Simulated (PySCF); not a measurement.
A structure optimised at PBE-D3(BJ)/def2-SVP, used in a PySCF frequency run:

```
O
Si 1 1.6555
Si 1 1.6903 2 136.88
H 3 1.4991 1 107.10 2 -152.92
H 3 1.5014 4 109.84 1 118.92
H 3 1.5026 4 110.18 5 121.19
C 2 1.8557 1 110.33 3 -169.47
H 7 1.1072 2 110.44 1 -179.49
H 7 1.1080 8 108.88 2 120.82
H 7 1.1081 8 108.81 9 118.53
Cl 2 2.0773 1 108.92 3 68.88
Cl 2 2.0805 1 108.58 3 -47.77
```
Charge 0, spin multiplicity 1.

Q: Write its SMILES and formula.

A: C[Si](Cl)(Cl)O[SiH3], CH6Cl2OSi2

Q: What are its rotational constants (standard atomic weights)?

A: 1.5721, 1.0997, 0.93082 GHz
